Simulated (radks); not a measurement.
Values are calculated unless marked as measured or tabulated.
Q: Hf IV, configuration [Xe] 4f14 5d1. Code: a radial shooting solver on a logarithmic mesh with Libxc functionals. Model: Dirac Kohn-Sham, PBE, spin-unpolarised, spherical densities, point nucleus; open shells are shared between the two j in proportion to 2j + 1. Some entries of the table are withheld. Estimate them.

orbital  occ.  eigenvalue (hartree)  r(max) (bohr)
1s1/2       2             -2397.111        0.01190
2s1/2       2             -410.5143        0.06824
2p1/2       2             -392.0786        0.05091
2p3/2       4             -348.2747        0.05754
3s1/2       2             -94.30457         0.1924
3p1/2       2             -86.14019         0.1804
3p3/2       4             -76.75250         0.1940
3d3/2       4             -62.95120         0.1524
3d5/2       6             -60.90401         0.1562
4s1/2       2             -19.79975         0.4378
4p1/2       2                   (1)         0.4383
4p3/2       4                   (2)         0.4673
4d3/2       4                   (3)            (4)
4d5/2       6                   (5)            (6)
5s1/2       2              -3.45752          1.016
5p1/2       2              -2.50551          1.097
5p3/2       4              -2.21317          1.182
4f5/2       6              -1.65528            (7)
4f7/2       8              -1.59103            (8)
5d3/2     0.4              -1.01136          1.551
5d5/2     0.6              -0.98580          1.591

A: 
(1) 4p1/2 eigenvalue (hartree): -16.45605
(2) 4p3/2 eigenvalue (hartree): -14.30847
(3) 4d3/2 eigenvalue (hartree): -8.81805
(4) 4d3/2 r(max) (bohr): 0.4660
(5) 4d5/2 eigenvalue (hartree): -8.42486
(6) 4d5/2 r(max) (bohr): 0.4753
(7) 4f5/2 r(max) (bohr): 0.4521
(8) 4f7/2 r(max) (bohr): 0.4573
